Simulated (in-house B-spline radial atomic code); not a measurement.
A run on the bromine ion Br⁶⁺ (an excited or competing configuration) that did not converge. Method: non-relativistic wB97X, spin-polarised, spherical fractional occupations, exact exchange averaged over the configuration, point nucleus; computed with a B-spline radial code for spherical atoms.

Command:
```bash
python run_scf.py task.json out
```
Settings:
```
Z                35
configuration    [Ne] 3s2 3p5 3d10 4s1 5s1
hamiltonian      nr
method           wb97x
spin_polarised   True
exact_exchange   averaged over the configuration
```

First and last ten iterations of the last attempt (damped for 15 steps, keeping 80 % of the old Fock matrix, then DIIS):
```
 iter        energy (Eh)    residual
    1       -2536.380581    9.54e-01
    2       -2548.700098    7.87e-01
    3       -2552.475573    5.51e-01
    4       -2554.456846    3.78e-01
    5       -2555.454124    2.56e-01
    6       -2555.938827    1.72e-01
    7       -2556.168013    1.15e-01
    8       -2556.274220    7.60e-02
    9       -2556.322782    5.05e-02
   10       -2556.344821    3.43e-02
  111       -2556.363341    5.81e-06
  112       -2556.363341    5.16e-06
  113       -2556.363341    7.44e-06
  114       -2556.363341    1.04e-05
  115       -2556.363341    7.54e-06
  116       -2556.363341    1.35e-06
  117       -2556.363341    1.21e-06
  118       -2556.363341    1.29e-06
  119       -2556.363341    1.28e-06
  120       -2556.363341    1.53e-06
 not converged after 120 iterations
```

The smallest residual met was 7.3e-07; the threshold is about 3e-07. Over the last five steps the energy moves by less than 1e-08 hartree, but the orbitals didn't meet the threshold. Time taken, with all properties: 4 s on 1 thread of Intel(R) Xeon(R) 6975P-C, with other jobs on the host.
